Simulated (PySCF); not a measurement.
Species: C7H8NO (doublet state).
Geometry (GFN2-xTB, Å), atoms numbered from 1 in this order:
```xyz
17
C7H8NO angstrom
C     -3.627    0.326   -1.133
C     -2.865   -0.089   -0.184
C     -1.880   -0.126    0.818
O     -1.996    0.447    1.897
N     -0.796   -0.916    0.504
C      0.402   -0.892    1.317
C      1.517   -0.291    0.607
C      2.389    0.213   -0.045
C      3.463    0.829   -0.793
H     -4.504   -0.221   -1.454
H     -3.446    1.245   -1.685
H     -0.706   -1.260   -0.439
H      0.161   -0.306    2.211
H      0.664   -1.915    1.619
H      3.129    1.783   -1.201
H      3.772    0.180   -1.612
H      4.316    1.006   -0.139
```

The hyperfine couplings belong to this conformer and change with its torsions.

The species is `C=[C]C(=O)NCC#CC` [radical].

Theory: UKS B3LYP, pcH-1 on C H N O, non-relativistic, mean-field spin-orbit, GIAO (PySCF). Geometry: GFN2-xTB, one conformer, isolated molecule. Couplings are sensitive to structure, and on GFN2-xTB geometries they can be far from those on DFT ones. The frame is twisted about the C2–C3 bond at this geometry (dihedral C1–C2–C3–O4 = 72°); couplings at other torsion angles weren't computed. No stability test was run, so a lower SCF solution isn't excluded.

Question: What is the g tensor, term by term?

Answer: 
```csv
Δg (ppm),1,2,3
relativistic mass correction,-174,-174,-174
gauge correction,0,41,29
orbital Zeeman/spin–orbit,-150,815,2066
total,-323,682,1920
```

So g = 2.00200, 2.00300, 2.00424 and g_iso = 2.00308; the tensor is rhombic: the two nearest values differ by 45 % of g3 − g1. Axes: g1 points within 5° of the C1–H11 bond.

Question: How much does each term add to the isotropic shift?

Answer: The orbital-Zeeman/spin–orbit term 910, the mass correction -174 and the gauge correction 23 ppm, for a total of 760 ppm. The orbital-Zeeman/spin–orbit term is the largest in size. The mass correction is the same along every axis, so the anisotropy comes from the other two: their spans along these axes are 41 (gauge) and 2216 ppm (orbital Zeeman/spin–orbit).

Question: What effective moment and Curie constant follow for a powder?

Answer: With the mean of g² = 4.0123 and S(S+1) = 0.75: μ_eff = √(⟨g²⟩S(S+1)) = 1.735 μB and χT = 0.12505·⟨g²⟩·S(S+1) = 0.376 cm³ K/mol (cgs; spin-Hamiltonian part alone).

Question: In a frozen sample, at which fields do the three g values resonate at 9.5, 34, 94 and 263 GHz (hyperfine left aside), and which band first spreads them over more than twice a line width of 0.3 mT?

Answer: 
| band | GHz | B(g3) mT | B(g2) mT | B(g1) mT | spread mT |
| --- | --- | --- | --- | --- | --- |
| X | 9.5 | 338.66 | 338.87 | 339.04 | 0.38 |
| Q | 34.0 | 1212.04 | 1212.79 | 1213.40 | 1.36 |
| W | 94.0 | 3350.94 | 3353.01 | 3354.70 | 3.76 |
| J | 263.0 | 9375.50 | 9381.30 | 9386.01 | 10.51 |

The spread grows in proportion to the frequency. Q band is the first where it exceeds 0.6 mT.

The Mulliken spin populations are largest on C2 (+0.87), C1 (-0.16), O4 (+0.15) and H11 (+0.08). The positive populations add up to 1.24 and the negative ones to -0.24, together 2S = 1.

The HOMO–LUMO gaps are 5.89 eV among the α and 3.86 eV among the β orbitals.
